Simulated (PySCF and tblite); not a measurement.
Results of a calculation; reference values are marked as such.
Stationary points of C₅H₇FO₄ at GFN2-xTB, in Å:

Structure A

```
 1 C    -3.065   -1.388   -1.232
 2 O    -2.084   -0.363   -1.274
 3 C    -1.069   -0.490   -0.427
 4 O    -0.959   -1.433    0.361
 5 C    -0.091    0.562   -0.491
 6 F    -0.270    1.573   -1.382
 7 C     1.009    0.562    0.326
 8 O     1.214   -0.406    1.204
 9 O     1.902    1.537    0.258
10 C     3.012    1.462    1.140
11 H    -3.806   -1.124   -1.981
12 H    -2.614   -2.356   -1.460
13 H    -3.520   -1.438   -0.240
14 H     0.450   -1.055    1.123
15 H     2.680    1.472    2.180
16 H     3.613    2.342    0.926
17 H     3.590    0.554    0.958
```

Structure B

```
 1 C    -2.563   -1.747   -1.306
 2 O    -1.476   -0.837   -1.169
 3 C    -1.536    0.025   -0.153
 4 O    -2.408    0.035    0.673
 5 C    -0.348    0.948   -0.172
 6 F    -0.574    2.134   -0.804
 7 C     0.851    0.685    0.367
 8 O     1.119   -0.474    1.022
 9 O     1.859    1.561    0.292
10 C     3.072    1.208    0.934
11 H    -3.442   -1.222   -1.682
12 H    -2.240   -2.502   -2.018
13 H    -2.805   -2.197   -0.341
14 H     0.333   -1.025    1.089
15 H     2.922    1.060    2.005
16 H     3.741    2.049    0.763
17 H     3.495    0.299    0.501
```

Structure C

```
 1 C    -2.370   -1.879   -0.890
 2 O    -1.301   -1.029   -0.487
 3 C    -1.629    0.304   -0.378
 4 O    -2.737    0.707   -0.608
 5 C    -0.492    1.105    0.034
 6 F    -0.754    2.435    0.160
 7 C     0.780    0.695    0.305
 8 O     1.184   -0.576    0.225
 9 O     1.691    1.586    0.672
10 C     3.000    1.112    0.944
11 H    -2.748   -1.571   -1.866
12 H    -1.956   -2.882   -0.936
13 H    -3.184   -1.829   -0.165
14 H     0.438   -1.140   -0.051
15 H     2.990    0.392    1.764
16 H     3.573    1.993    1.224
17 H     3.436    0.643    0.060
```

The path came from a restrained scan, a climbing-image band and a saddle search at GFN2-xTB; energies are PBE0/pcSseg-1 + D3(BJ)//GFN2-xTB, thermal terms GFN2-xTB.

**Question.** Which structure is a saddle point, and along which motion?

**Answer.** B: one imaginary mode (97i cm⁻¹ at GFN2-xTB, mostly on O4, O2, F6), along the rotation about the C3–C5 bond (torsion O2–C3–C5–F6 from 0° to 180°, rising).

**Question.** Give their symmetry and energies above the lowest.

**Answer.** A Cs, 0.0 kcal/mol; B C1, 26.2 kcal/mol; C Cs, 6.3 kcal/mol.
